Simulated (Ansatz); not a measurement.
Consider the ligand exchange at the Sn–C bond: `[CH3][SnH]([NH2])[OH]` + HCl → `[NH2][SnH]([OH])[Cl]` + CH₄.

Computed with Ansatz on PBE0-D4/def2-TZVP structures; ΔE is electronic, products minus reactants. CBS: MP2 limit from def2 TZ/QZ plus the TZ coupled-cluster correction, frozen cores. This one scheme is used for every species. Functionals use def2-TZVPP. Elements past krypton have def2 core potentials. For Sn outer-core shells are correlated without core-valence functions, which leaves a few kJ/mol of doubt a bond. Each species was taken in one conformer, which may not be the lowest.

| level | ΔE (kJ/mol) |
| --- | --- |
| PBE-D4 | -119.8 |
| r2SCAN | -127.1 |
| SCS-MP2/def2-QZVPP | -118.3 |
| HF/CBS(def2) | -137.2 |

(1) What does CCSD(T)/CBS give? (Best estimate.)

Largest T1 diagnostic among the species: 0.013.

## Answers

(1) Computed: -115.9 kJ/mol. The listed levels differ from it by -3.9, -11.2, -2.4, -21.3 kJ/mol.

In def2-TZVPP, CCSD(T) changes the Hartree–Fock value by +25.2 kJ/mol (the triples alone add +1.1 kJ/mol) and MP2 by +23.2 kJ/mol.
